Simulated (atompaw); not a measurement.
**LDA (PW92) PAW (atompaw) dataset for krypton, scalar-relativistic all-electron reference.**

Input for atompaw 4.2.0.5:

```
Kr 36
LDA-PW scalarrelativistic loggrid 1500 logderivrange -9 5 351
4 4 3 0 0 0
4 1 5
0 0 0
c
c
c
v
c
c
v
v
2
1.30 1.20 0.85 0.70
y
-2
n
y
1.6
n
y
-6.05
n
custom polynom vanderbiltortho sinc
bessel
1.30
1.30
1.30
1.30
1.00
1.30
PWSCFOUT
UPFDX 0.0125d0 UPFXMIN -7.d0 UPFZMESH 36.d0
END
```

Command:

```bash
atompaw < Kr.input > Kr.log
```

The program printed (summary file):

```
Completed calculations for Kr (AE)

 Exchange-correlation type: LDA, Perdew-Wang correlation

 Radial integration grid is logarithmic
 r0 =   2.3596915E-04 h =   8.4948893E-03   n =      1500 rmax =   8.0000000E+01

 Scalar relativistic calculation

 AEatom converged in  33 iterations
   nz     =  36.00
   delta  =       2.361790650698E-15

 All Electron Orbital energies:
  n  l      occupancy      energy
  1  0      2.0000000E+00 -1.0398439E+03
  2  0      2.0000000E+00 -1.3772462E+02
  3  0      2.0000000E+00 -2.0210190E+01
  4  0      2.0000000E+00 -2.5104822E+00
  2  1      6.0000000E+00 -1.2198945E+02
  3  1      6.0000000E+00 -1.5200521E+01
  4  1      5.0000000E+00 -1.4478117E+00
  3  2      1.0000000E+01 -6.8792801E+00

 Total energy
   Total                    :    -5572.62507724241732

 ---
 Completed calculations for Kr (SC)

 Exchange-correlation type: LDA, Perdew-Wang correlation

 Radial integration grid is logarithmic
 r0 =   2.3596915E-04 h =   8.4948893E-03   n =      1500 rmax =   8.0000000E+01

 Scalar relativistic calculation

 SCatom converged in   5 iterations
   nz     =  36.00
   delta  =       2.457915707450E-18

 Valence Electron Orbital energies:
  n  l      occupancy      energy
   4  0      2.0000000E+00 -2.5104822E+00
   4  1      5.0000000E+00 -1.4478117E+00
   3  2      1.0000000E+01 -6.8792801E+00

 Total energy
   Total                    :    -5572.62507724159968
   Valence                  :     -496.44891086387031

 PAW parameters:
       lmax =            2
         rc =    1.3103877664502064
        irc =         1016
   rc_shape =    1.2036495575046178
    rc_vloc =   0.85682921057578054
    rc_core =   0.70471730107828667
   Vloc: truncated form - Vps(r)=A.sin(qr)/r for r<rc
   Projector type: polynomial pseudization + Vanderbilt ortho.
   Sinc^2 compensation charge shape zeroed at   1.2036E+00

 Number of basis functions     6
 No.   n  nodes  l      Energy         Cp coeff         Occ
  1    4    3    0   -0.2510482E+01  0.1854612E+04  0.2000000E+01
  2  999    4    0   -0.2000000E+01  0.1313874E+04  0.0000000E+00
  3    4    2    1   -0.1447812E+01  0.1857974E+03  0.5000000E+01
  4  999    3    1    0.1600000E+01  0.4591560E+02  0.0000000E+00
  5    3    0    2   -0.6879280E+01 -0.4777822E+01  0.1000000E+02
  6  999    1    2   -0.6050000E+01 -0.2117567E+01  0.0000000E+00

 Eigenvalues of overlap operator (in the basis of projectors):
    1        1.69918043E-01
    2        1.78065377E+00
    3        1.91586701E+00
    4        2.79231823E+03
    5        2.09680407E+04
    6        1.77575335E+06

 Orbital leakage outside PAW augmentation regions
   orb  is_core?  %out_of_sphere
   1 0    T          -0.00
   2 0    T           0.00
   3 0    T           0.20
   4 0    F          63.54
   2 1    T           0.00
   3 1    T           0.41
   4 1    F          77.25
   3 2    F           1.57

 Summary of PAW energies
   Total valence energy     :   -496.43603263386103
   Smooth energy            :    100.46490803973244
   One center               :   -596.90094067359348
   Smooth kinetic           :     90.63085097382812
   Vloc energy              :     -4.17153740627932
   Smooth exch-corr         :    -35.22173516411080
   One-center xc            :   -150.04187436636386
```

Note: ghost states, extra bound levels that the all-electron valence spectrum of the same l lacks: s at -282.9 eV, p at -120.2 eV. A true bound ghost makes a file unfit for plane-wave use.

The run took about 4.8 s on one core of a shared server CPU.
